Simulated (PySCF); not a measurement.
C₇H₁₀F (doublet state).
Z-matrix (Å and degrees, GFN2-xTB geometry), rows numbered from 1:
```
C 
C   1  1.3513
C   2  1.4141  1  127.89
C   3  1.4964  2  120.39  1     0.85
C   3  1.4288  2  121.05  1  -178.65
C   5  1.3538  3  125.83  2    -0.10
C   5  1.5133  3  116.36  2   179.80
F   7  1.3711  5  112.46  3  -178.01
H   1  1.0753  2  120.31  3  -179.84
H   1  1.0753  2  123.95  3     0.26
H   2  1.0804  1  116.05  3  -179.91
H   4  1.0839  3  111.30  2     3.83
H   4  1.0902  3  111.03  2   124.21
H   4  1.0911  3  110.80  2  -116.44
H   6  1.0747  5  120.54  3   179.62
H   6  1.0729  5  123.26  3    -0.20
H   7  1.0970  5  111.18  3    63.12
H   7  1.0963  5  111.29  3   -59.07
```

The hyperfine couplings belong to this conformer and change with its torsions.

Identity: `C=C[C](C)C(=C)CF` [radical].

Computed with UKS B3LYP, pcH-1 on C F H, non-relativistic, mean-field spin-orbit, GIAO (PySCF 2.14.0). One conformer (not necessarily the lowest) at the GFN2-xTB geometry, without solvent, vibrations or thermal averaging. The geometry wasn't refined by DFT: couplings that depend on bond lengths, twists or pyramidal angles can differ widely from those at the functional's own minimum. No stability test was run, so a lower SCF solution isn't excluded. ⟨S²⟩ is 0.789 where a pure state has 0.75.

Q: Where do the isotropic ENDOR lines of F8, H12/H13/H14, H15, H16, H9, H10, H17/H18 and H11 fall at 339.9 mT, to first order?

A: For S = 1/2 in fast tumbling each set of equivalent nuclei gives two lines, ν± = |νn ± a/2| to first order, with νn = g_N μN B/h and μN/h = 7.62259 MHz/T.

| nuclei | isotope | g_N | νn (MHz) | a_iso (MHz) | lower line (MHz) | upper line (MHz) |
| --- | --- | --- | --- | --- | --- | --- |
| F8 | 19F | 5.2577 | 13.62 | -1.07 | 13.09 | 14.16 |
| H12/H13/H14 | 1H | 5.5857 | 14.47 | 37.84 | 4.45 | 33.39 |
| H15 | 1H | 5.5857 | 14.47 | -30.14 | 0.60 | 29.54 |
| H16 | 1H | 5.5857 | 14.47 | -28.17 | 0.39 | 28.56 |
| H9 | 1H | 5.5857 | 14.47 | -27.74 | 0.60 | 28.34 |
| H10 | 1H | 5.5857 | 14.47 | -26.37 | 1.29 | 27.66 |
| H17/H18 | 1H | 5.5857 | 14.47 | -14.99 | 6.98 | 21.97 |
| H11 | 1H | 5.5857 | 14.47 | 9.98 | 9.48 | 19.46 |

Q: Which pairs are centred on the nuclear Larmor frequency, and which on half the coupling?

A: Centred on νn, since |a| < 2νn: F8, H16, H9, H10, H17/H18 and H11. Centred on |a|/2 and split by 2νn: H12/H13/H14 and H15.

Q: At what field would the lower line of H17/H18 fall to zero frequency?

A: Where νn = |a|/2, that is B = 7.49 MHz/(5.5857 × 7.62259 MHz/T) = 176 mT, as far as first order holds there.

Means are taken over nuclei equivalent by connectivity, which assumes that they swap fast. The three 1H nuclei of mean +37.8 MHz run from 2.0 to 59.7 MHz in the frozen geometry.
